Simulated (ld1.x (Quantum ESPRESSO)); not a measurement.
## gadolinium (Gd): TM pseudisation with BLYP, scalar-relativistic reference atom.

| Property | Result |
| --- | --- |
| Element | Gd |
| Generator | ld1.x (Quantum ESPRESSO) 7.5 |
| Type | norm-conserving Troullier–Martins (Kleinman–Bylander form) |
| Functional | BLYP |
| Relativity | scalar-relativistic |
| Frozen core | [Kr] 4d10 5s2 |
| Valence charge | 16 |
| Reference configuration | 4f7 5p6 5d1 6s2 6p0 |
| Partial waves | 6s (bound): rc 2.40 bohr; 5p (bound): rc 2.00 bohr; 4f (bound): rc 0.85 bohr; 5d (bound): rc 2.40 bohr |
| Local potential | the d channel |
| Core correction | Bessel-smoothed model core inside 0.70 bohr |

Question: Estimate the cutoffs (Ry, on a coarse ladder) from which the occupation-weighted sum of valence levels, in a spherical-Bessel basis at the reference potential, stays within 10 and 1 mRy of its value at 400 Ry.

Answer: over 300 Ry and over 300 Ry.

Question: Does the potential have ghost states?

Answer: Ghost state, extra bound levels that the all-electron valence spectrum of the same l lacks: s at -20.2 eV. A true bound ghost makes a file unfit for plane-wave use.

Question: Which valence shell sets the plane-wave cutoff?

Answer: 4f: its level needs over 300 Ry to come within 1 mRy, against 30 Ry for 5p.

Question: Tests: 4f7 5p6 5d1 6s1 6p0; 4f7 5p6 5d1 6s0 6p0; 4f7 5p6 5d0 6s0 6p0; 4f7 5p6 5d2 6s0 6p0; 4f8 5p6 5d0 6s2 6p0; 4f6 5p6 5d1 6s2 6p0; 4f8 5p6 5d1 6s0 6p0. Which has the largest error in its energy relative to the reference configuration, and how large is it?

Answer: 4f8 5p6 5d0 6s2 6p0, with -493 meV (all-electron minus pseudo) on -3.68 eV.
